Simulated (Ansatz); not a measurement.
The cluster Al2F6: single points at one geometry.

```yaml
crystal:
  periodic: [false, false, false]
  atoms:
    - {symbol: Al, position_ang: [1.017719, -0.569246, 0.755316]}
    - {symbol: Al, position_ang: [-1.017767, 0.569175, -0.755312]}
    - {symbol: F, position_ang: [-0.754023, 2.060454, -1.399311]}
    - {symbol: F, position_ang: [-0.440706, 0.495245, 0.967051]}
    - {symbol: F, position_ang: [0.754861, -2.060510, 1.399709]}
    - {symbol: F, position_ang: [2.406438, 0.292870, 0.946184]}
    - {symbol: F, position_ang: [-2.406865, -0.292213, -0.946696]}
    - {symbol: F, position_ang: [0.440333, -0.495775, -0.966962]}
basis:
  gaussian: {orbitals: def2-TZVP, initial_orbitals: start.molden}
hamiltonian: {xc: {name: CAM-B3LYP}, dispersion: d4}
scf: {omitted_lower_state_checks: [starts]}
output: {orbitals: {seedname: orbitals}}
```

The file start.molden holds the orbitals of an earlier run on this structure, at another level or in another basis.

```sh
$ ansatz run in.yaml --threads 4 --pin off --events-out ev --progress --plain --max-ram 4787MiB
```

Output, abridged:

```
Functional definition: CAM-B3LYP
1454 factors; their error is unknown
306 factors; integrals over basis functions are off by at most 6.3e-6 eV
mean field evaluation 1: about -29514.3637 eV, gradient 1.2e1 eV
mean field evaluation 2: about -29514.4799 eV, gradient 1.0e-1 eV
mean field evaluation 4: about -29514.5472 eV, gradient 4.3e-5 eV
mean field -29514.54719847 eV, -1084.6396038653 hartree, gradient 5.8e-5 eV, S^2 0.000000; 0 other end points of the search recorded, 0 dependent functions left out
reference -29514.54733321 eV, -1084.6396088169 hartree; 40, 40 occupied and 220, 220 virtual orbitals, 1454 factors
Total energy: -29514.70622138 eV, -1084.6454478492 hartree
Checks for a lower state left out: starts
```

Run time 6 s (4 threads of Arm Neoverse V1 on a shared host), peak host memory 0.89 GiB.

As the first input, with `gaussian: {orbitals: def2-SVP, initial_orbitals: start.molden}`, `correlation: {method: ccsd_t}` and without the key `hamiltonian` (abridged; 16 s):

```
Functional definition: HF
mean field -29398.33560541 eV, -1080.3689065914 hartree, gradient 3.0e-6 eV, S^2 0.000000
16 core orbitals not correlated: weight in the atoms' cores, before any rotation towards them, 1.000 or more for the frozen orbitals, at most 0.000 for the correlated occupied ones
second order -33.73527146 eV of doubles, -0.00000000 eV of singles
cycle   1  -33.24712836 eV  change    4.9e-1 eV  update   1.2e-1
cycle   2  -33.83601376 eV  change   -5.9e-1 eV  update   3.3e-2
cycle   3  -33.99961999 eV  change   -1.6e-1 eV  update   1.7e-2
cycle   4  -33.98930180 eV  change    1.0e-2 eV  update   2.7e-3
cycle   5  -33.98344800 eV  change    5.9e-3 eV  update   1.0e-3
cycle   6  -33.98374577 eV  change   -3.0e-4 eV  update   2.7e-4
cycle   7  -33.98374696 eV  change   -1.2e-6 eV  update   8.3e-5
cycle   8  -33.98365342 eV  change    9.4e-5 eV  update   2.2e-5
cycle   9  -33.98363828 eV  change    1.5e-5 eV  update   6.7e-6
perturbative correction -0.45205628 eV, -0.0166127618 hartree
Total energy: -29432.77129997 eV, -1081.6343950249 hartree
Checks for a lower state left out: starts
```

As the first input, with `hamiltonian: {xc: pbe, dispersion: d4}`, `output: {forces: true, orbitals: {seedname: orbitals}}` (abridged; 3.8 s):

```
Functional definition: PBE
mean field -29494.31970725 eV, -1083.8962572734 hartree, gradient 9.6e-6 eV, S^2 0.000000
Total energy: -29494.50159412 eV, -1083.9029414927 hartree
Atom 0 force    -0.046358     0.026003    -0.034495 eV/Å
Atom 1 force     0.046321    -0.025967     0.034498 eV/Å
Atom 2 force    -0.019383    -0.008767    -0.004357 eV/Å
Atom 3 force    -0.082713     0.093066     0.181589 eV/Å
Atom 4 force     0.019216     0.008844     0.004227 eV/Å
Atom 5 force    -0.000403    -0.019431     0.009772 eV/Å
Atom 6 force     0.000552     0.019311    -0.009676 eV/Å
Atom 7 force     0.082768    -0.093060    -0.181558 eV/Å
Dipole moment:    -0.000121    -0.000187     0.000028 e Å
Checks for a lower state left out: starts
```

As the first input, with `gaussian: {orbitals: def2-SVP, initial_orbitals: start.molden}`, `hamiltonian: {xc: pbe0, dispersion: d4}` (abridged; 1.8 s):

```
Functional definition: PBE0
mean field -29470.27555016 eV, -1083.0126507981 hartree, gradient 3.0e-5 eV, S^2 0.000000
Total energy: -29470.43043003 eV, -1083.0183425285 hartree
Checks for a lower state left out: starts
```

As the first input, with `hamiltonian: {xc: r2scan, dispersion: d4}` (abridged; 6 s):

```
Functional definition: r2SCAN
mean field -29509.62835890 eV, -1084.4588398452 hartree, gradient 2.5e-5 eV, S^2 0.000000
Total energy: -29509.67237096 eV, -1084.4604572584 hartree
Checks for a lower state left out: starts
```

The first input with `hamiltonian: {xc: {name: r2SCAN0}, dispersion: d4}` (abridged; 8.5 s):

```
Functional definition: r2SCAN0
mean field -29507.15009512 eV, -1084.3677653308 hartree, gradient 1.2e-5 eV, S^2 0.000000
Total energy: -29507.20262921 eV, -1084.3696959231 hartree
Checks for a lower state left out: starts
```

As the first input, with `gaussian: {orbitals: STO-3G}`, `hamiltonian: {xc: hf}` (abridged; 0.2 s):

```
Functional definition: HF
mean field -29025.15926762 eV, -1066.6549291256 hartree, gradient 3.8e-5 eV, S^2 0.000000
Total energy: -29025.15926762 eV, -1066.6549291256 hartree
Checks for a lower state left out: starts
```

Geometry: B3LYP-D4/def2-SVP.

Correlated methods freeze 16 core orbitals. The structure comes from a short search, and lower isomers may exist.
